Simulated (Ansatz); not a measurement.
`C[Se][Si](F)(F)F` + ethylene → `C=C[Se][Si](F)(F)F` + CH₄  (formal exchange of groups at the Se–C bond)

Calculated with Ansatz (gas phase, PBE0-D4/def2-TZVP geometries, no zero-point term in ΔE). CCSD(T)/CBS adds triple-zeta CCSD(T) − MP2 to the extrapolated MP2 energy (def2 sets, frozen cores). This one scheme is used for every species. DFT in def2-TZVPP. For Se outer-core shells are correlated without core-valence functions, which leaves a few kJ/mol of doubt a bond. Scalar relativity is left out up to krypton. One conformer a species, not always the lowest.

**Question.** Is it downhill or uphill in electronic energy at CCSD(T)/CBS, and by how much? (Best estimate.)

**Answer.** Ansatz gave: Downhill: ΔE = -2.9 kcal/mol.

**Question.** What do these levels give: B2PLYP, PBE, PBE0, HF/def2-TZVPP, HF/def2-QZVPP, MP2/def2-QZVPP? (An estimate is asked.)

**Answer.** The calculation gave: B2PLYP -2.7, PBE -3.1, PBE0 -2.7, HF/def2-TZVPP -0.4, HF/def2-QZVPP -0.3, MP2/def2-QZVPP -4.0 kcal/mol.

Largest T1 diagnostic among the species: 0.011.

The D4 term adds −1.4 kcal/mol with B3LYP and −0.8 kcal/mol with PBE0; it sums over pairs of atoms, weighted by their polarisabilities, and B3LYP, whose exchange is more repulsive, gets the larger term. In def2-TZVPP, CCSD(T) changes the Hartree–Fock value by −2.6 kcal/mol (the triples alone add −0.6 kcal/mol) and MP2 by −3.7 kcal/mol.

B3LYP here is the variant with VWN-RPA as its local correlation; programs differ in this.
